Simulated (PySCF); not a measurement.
PySCF input file for 1-bromo-1-fluoropropa-1,2-diene (C3H2BrF), SMILES C=C=C(F)Br, TDDFT-LC-ωPBE/def2-SVPD. Coordinates come from a PBE0-D3(BJ)/def2-SVP optimisation.

```python
import numpy as np
from pyscf import gto, scf, dft, tdscf

mol = gto.M(
    atom='''
    C    -0.81729310    2.77339465    0.00000000
    C    -0.13849282    1.65623247   -0.00000000
    C     0.51786634    0.52713617   -0.00000000
    F     1.83850334    0.43390361    0.00000000
    Br   -0.33408653   -1.14771340    0.00000000
    H    -1.11299197    3.26212849   -0.93612315
    H    -1.11299197    3.26212849    0.93612315
    ''',
    basis='def2-SVPD',
    charge=0,
    spin=0,
    symmetry=True,
    max_memory=1600,
    verbose=4,
)
mf = dft.RKS(mol, xc='lc_wpbe').density_fit(auxbasis='def2-universal-jkfit')
mf.grids.level = 3
mf.conv_tol = 1e-9
mf.max_cycle = 100
mf.kernel()
mf.grids = dft.Grids(mol).set(level=1).build(with_non0tab=True)  # coarser grid for the response kernel
td = tdscf.TDDFT(mf)
td.singlet = True
td.nstates = 10
td.conv_tol = 1e-4
td.positive_eig_threshold = 1e-6
td.kernel(x0=td.get_init_guess(mf, 15))
td.analyze()
tt = tdscf.TDA(mf)
tt.singlet = False
tt.nstates = 4
tt.conv_tol = 1e-4
tt.positive_eig_threshold = 1e-6
tt.kernel(x0=tt.get_init_guess(mf, 9))
tt.analyze(verbose=3)
```

Log of the run:

```
PySCF version 2.14.0

[INPUT] verbose = 4
[INPUT] num. atoms = 7
[INPUT] num. electrons = 64
[INPUT] charge = 0
[INPUT] spin (= nelec alpha-beta = 2S) = 0
[INPUT] symmetry True subgroup None
[INPUT] Mole.unit = angstrom
[INPUT] Symbol           X                Y                Z      unit          X                Y                Z       unit  Magmom
[INPUT]  1 C     -0.817293100000   2.773394650000   0.000000000000 AA   -1.544460122497   5.240956323834   0.000000000000 Bohr   0.0
[INPUT]  2 C     -0.138492820000   1.656232470000   0.000000000000 AA   -0.261713500019   3.129825766912   0.000000000000 Bohr   0.0
[INPUT]  3 C      0.517866340000   0.527136170000   0.000000000000 AA    0.978625551731   0.996142991652   0.000000000000 Bohr   0.0
[INPUT]  4 F      1.838503340000   0.433903610000   0.000000000000 AA    3.474267791698   0.819958987360   0.000000000000 Bohr   0.0
[INPUT]  5 Br    -0.334086530000  -1.147713400000   0.000000000000 AA   -0.631332043606  -2.168863995493   0.000000000000 Bohr   0.0
[INPUT]  6 H     -1.112991970000   3.262128490000  -0.936123150000 AA   -2.103250002140   6.164529429241  -1.769016372365 Bohr   0.0
[INPUT]  7 H     -1.112991970000   3.262128490000   0.936123150000 AA   -2.103250002140   6.164529429241   1.769016372365 Bohr   0.0

nuclear repulsion = 288.614571093101
point group symmetry = Cs
symmetry origin: [2.65742736e-09 6.20066370e-09 0.00000000e+00]
symmetry axis x: [ 1.00000000e+00  1.91037474e-09 -5.59151024e-20]
symmetry axis y: [ 1.91037474e-09 -1.00000000e+00 -1.85846725e-18]
symmetry axis z: [-1.24514693e-19 -1.85846725e-18  1.00000000e+00]
num. orbitals of irrep A' = 94
num. orbitals of irrep A" = 46
number of shells = 56
number of NR pGTOs = 226
number of NR cGTOs = 140
basis = def2-SVPD
ecp = {}


[settings echo left out]
init E= -2788.17035052143
HOMO (A") = -0.250509648841049  LUMO (A') = -0.0574466276769758  gap/eV = 5.25351
cycle= 1 E= -2788.39557755908  delta_E= -0.225  |g|= 0.594  |ddm|= 6.22
HOMO (A") = -0.397660632265866  LUMO (A') = -0.00980366701091917  gap/eV = 10.55413
cycle= 2 E= -2788.40519855208  delta_E= -0.00962  |g|= 0.62  |ddm|= 2.71
HOMO (A") = -0.367809968522077  LUMO (A') = 0.0220820514476667  gap/eV = 10.60950
cycle= 3 E= -2788.47703654001  delta_E= -0.0718  |g|= 0.0545  |ddm|= 1.31
HOMO (A") = -0.367413815908701  LUMO (A') = 0.0295862238479332  gap/eV = 10.80292
cycle= 4 E= -2788.47776541999  delta_E= -0.000729  |g|= 0.024  |ddm|= 0.161
HOMO (A") = -0.367573434380021  LUMO (A') = 0.0295487181633769  gap/eV = 10.80624
cycle= 5 E= -2788.47792732704  delta_E= -0.000162  |g|= 0.00823  |ddm|= 0.0538
HOMO (A") = -0.368071906406651  LUMO (A') = 0.0293178222386334  gap/eV = 10.81353
cycle= 6 E= -2788.47794689788  delta_E= -1.96e-05  |g|= 0.00222  |ddm|= 0.0246
HOMO (A") = -0.367898661363887  LUMO (A') = 0.0295682851098453  gap/eV = 10.81563
cycle= 7 E= -2788.47794981229  delta_E= -2.91e-06  |g|= 0.000912  |ddm|= 0.00687
HOMO (A") = -0.367936152369204  LUMO (A') = 0.029512492903109  gap/eV = 10.81513
cycle= 8 E= -2788.47795019939  delta_E= -3.87e-07  |g|= 0.000358  |ddm|= 0.00398
HOMO (A") = -0.367973219581226  LUMO (A') = 0.0295082536789035  gap/eV = 10.81602
cycle= 9 E= -2788.47795023724  delta_E= -3.78e-08  |g|= 9.82e-05  |ddm|= 0.000808
HOMO (A") = -0.367963312916518  LUMO (A') = 0.0295163504928802  gap/eV = 10.81597
cycle= 10 E= -2788.47795024187  delta_E= -4.64e-09  |g|= 2.23e-05  |ddm|= 0.000505
HOMO (A") = -0.367965365553258  LUMO (A') = 0.0295139009072258  gap/eV = 10.81596
cycle= 11 E= -2788.47795024217  delta_E= -2.97e-10  |g|= 9.83e-06  |ddm|= 0.000141
HOMO (A") = -0.36796543219647  LUMO (A') = 0.0295147037182684  gap/eV = 10.81599
Extra cycle  E= -2788.47795024219  delta_E= -2.46e-11  |g|= 7.13e-06  |ddm|= 3.19e-05
converged SCF energy = -2788.47795024219
tot grids = 33120
Overwritten attributes  positive_eig_threshold  of <class 'pyscf.tdscf.rks.TDDFT'>


******** <class 'pyscf.tdscf.rks.TDDFT'> for <class 'pyscf.df.df_jk.DFSymAdaptedRKS'> ********
nstates = 10 singlet
deg_eia_thresh = 1.000e-03
wfnsym = None
conv_tol = 0.0001
eigh lindep = 1e-12
eigh level_shift = 0
eigh max_cycle = 100


Excitation energies (eV)
[4.55021446 6.4127184  6.51926199 6.95028071 7.17502468 7.54836901
 7.62877756 7.88828854 8.53048058 8.60357214]

** Singlet excitation energies and oscillator strengths **
Excited State   1:   A"      4.55021 eV    272.48 nm  f=0.0002
      29 -> 33       -0.11331
      32 -> 33        0.67467
Excited State   2:   A"      6.41272 eV    193.34 nm  f=0.0001
      29 -> 33        0.30815
      32 -> 34        0.38960
      32 -> 36       -0.23591
      32 -> 39        0.36893
      32 -> 40       -0.13265
Excited State   3:   A'      6.51926 eV    190.18 nm  f=0.0214
      30 -> 33        0.20748
      30 -> 34        0.11581
      30 -> 39        0.14012
      31 -> 33        0.57389
      31 -> 39        0.17765
      32 -> 35       -0.17065
Excited State   4:   A"      6.95028 eV    178.39 nm  f=0.0000
      30 -> 35       -0.31611
      31 -> 35        0.60901
      31 -> 38        0.10435
Excited State   5:   A'      7.17502 eV    172.80 nm  f=0.1054
      30 -> 33       -0.32780
      31 -> 34       -0.12907
      31 -> 39       -0.12893
      32 -> 35       -0.57148
Excited State   6:   A"      7.54837 eV    164.25 nm  f=0.0066
      32 -> 34       -0.38524
      32 -> 36       -0.47312
      32 -> 37       -0.19377
      32 -> 39        0.13475
      32 -> 40        0.21033
Excited State   7:   A'      7.62878 eV    162.52 nm  f=1.0592
      30 -> 33        0.45269
      31 -> 33       -0.32761
      31 -> 34        0.17425
      32 -> 35       -0.35133
Excited State   8:   A"      7.88829 eV    157.18 nm  f=0.0002
      29 -> 33       -0.55707
      29 -> 39       -0.19767
      32 -> 34        0.17962
      32 -> 36       -0.17436
      32 -> 39        0.20255
Excited State   9:   A"      8.53048 eV    145.34 nm  f=0.0000
      30 -> 35       -0.60640
      31 -> 35       -0.32531
Excited State  10:   A'      8.60357 eV    144.11 nm  f=0.0427
      30 -> 33       -0.20609
      30 -> 34        0.13137
      30 -> 36       -0.19817
      31 -> 34        0.51882
      31 -> 36        0.25873
      31 -> 40       -0.14343

** Transition electric dipole moments (AU) **
state          X           Y           Z        Dip. S.      Osc.
  1         0.0000     -0.0000      0.0422      0.0018      0.0002
  2         0.0000     -0.0000     -0.0251      0.0006      0.0001
  3        -0.1226      0.3448      0.0000      0.1339      0.0214
  4         0.0000     -0.0000      0.0012      0.0000      0.0000
  5         0.1172     -0.7655      0.0000      0.5997      0.1054
  6         0.0000     -0.0000     -0.1885      0.0355      0.0066
  7         0.7337     -2.2647      0.0000      5.6670      1.0592
  8        -0.0000      0.0000     -0.0293      0.0009      0.0002
  9         0.0000      0.0000      0.0132      0.0002      0.0000
 10        -0.0989      0.4388     -0.0000      0.2024      0.0427

** Transition velocity dipole moments (imaginary part, AU) **
state          X           Y           Z        Dip. S.      Osc.
  1         0.0000     -0.0000      0.0083      0.0001      0.0003
  2         0.0000     -0.0000      0.0054      0.0000      0.0001
  3        -0.0337      0.0853      0.0000      0.0084      0.0234
  4         0.0000     -0.0000      0.0010      0.0000      0.0000
  5         0.0303     -0.2013     -0.0000      0.0415      0.1048
  6         0.0000     -0.0000     -0.0433      0.0019      0.0045
  7         0.2021     -0.6297      0.0000      0.4373      1.0399
  8        -0.0000     -0.0000     -0.0081      0.0001      0.0002
  9        -0.0000      0.0000      0.0041      0.0000      0.0000
 10        -0.0210      0.1453     -0.0000      0.0215      0.0454

** Transition magnetic dipole moments (imaginary part, AU) **
state          X           Y           Z
  1         0.2033     -0.6787     -0.0000
  2        -0.3883      0.6413     -0.0000
  3         0.0000     -0.0000     -0.7005
  4         0.3944     -0.3319      0.0000
  5        -0.0000      0.0000      0.6298
  6        -0.5072      0.2837     -0.0000
  7         0.0000     -0.0000      0.9886
  8         0.4926      0.0065      0.0000
  9         0.0725     -0.4465      0.0000
 10        -0.0000      0.0000      0.8576
Overwritten attributes  positive_eig_threshold  of <class 'pyscf.tdscf.rks.TDA'>


******** <class 'pyscf.tdscf.rks.TDA'> for <class 'pyscf.df.df_jk.DFSymAdaptedRKS'> ********
nstates = 4 triplet
deg_eia_thresh = 1.000e-03
wfnsym = None
conv_tol = 0.0001
eigh lindep = 1e-12
eigh level_shift = 0
eigh max_cycle = 100


Excitation energies (eV)
[4.04687222 4.11182385 4.38463936 5.76072486]

** Triplet excitation energies and oscillator strengths **
Excited State   1:   A'      4.04687 eV    306.37 nm  f=0.0000
Excited State   2:   A"      4.11182 eV    301.53 nm  f=0.0000
Excited State   3:   A'      4.38464 eV    282.77 nm  f=0.0000
Excited State   4:   A"      5.76072 eV    215.22 nm  f=0.0000
```

The calculation finished and met its thresholds.
